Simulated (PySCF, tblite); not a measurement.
C₄H₇ClF₂O₂S.
Numbering: `[CH3:1][CH:2]([CH3:3])[C:4]([F:5])([F:6])[S:7](=[O:8])(=[O:9])[Cl:10]` (hydrogens: H11, H12, H13 on C1; H14 on C2; H15, H16, H17 on C3)

Structure optimised with GFN2-xTB, isolated species.

Q: What internal coordinates does the optimisation give?

A: 
| bond | length (pm) | order |
| --- | --- | --- |
| C1–C2, C2–C3 | 152.8 | single |
| C2–C4 | 151.0 | single |
| C4–F5, C4–F6 | 134.2 | single |
| C4–S7 | 187.3 | single |
| S7=O8, S7=O9 | 142.4 | double |
| S7–Cl10 | 201.6 | single |
| C1–H11 and 5 like bonds | 108.7 | single |
| C2–H14 | 109.5 | single |

Bonds in one row agree within 1 pm and their mean is given. Orders are formal, as drawn. A selection of angles:
| angle | degrees |
| --- | --- |
| C1–C2–C3 | 112.0 |
| C1–C2–C4 | 109.5 |
| C2–C4–F5 | 113.3 |
| C2–C4–F6 | 115.2 |
| C2–C4–S7 | 110.0 |
| F5–C4–F6 | 107.1 |
| F5–C4–S7 | 104.8 |
| C4–S7–O8 | 110.8 |
| C4–S7–O9 | 107.7 |
| C4–S7–Cl10 | 102.7 |
| O8–S7–O9 | 119.0 |
| O8–S7–Cl10 | 107.5 |

Torsions: C1–C2–C4–F5 -176° (antiperiplanar); C2–C4–S7–O8 86° (synclinal). The mirror-image conformer, all signs reversed, is as good.

S7 (sulfonyl sulfur) is distorted tetrahedral (angles from 102.7° to 119.0°). Of the pairs four or more bonds apart, S7···H12 is among the closest relative to their van der Waals radii: 2.61 Å, 87 % of the sum of Bondi's values. The C–C distances run from 1.510 Å (C2–C4, drawn single) to 1.531 Å (C2–C3, drawn single), a spread of 0.021 Å.

Point group: C1 (no symmetry element, even within 0.4 Å). Its GFN2-xTB frequencies are all real (lowest 40 cm⁻¹). One conformer, not necessarily the lowest. 3 starts were optimised and ended at 0.00, 0.97 and 0.97 kcal/mol (GFN2-xTB); the lowest of these is shown.

These are computed values.
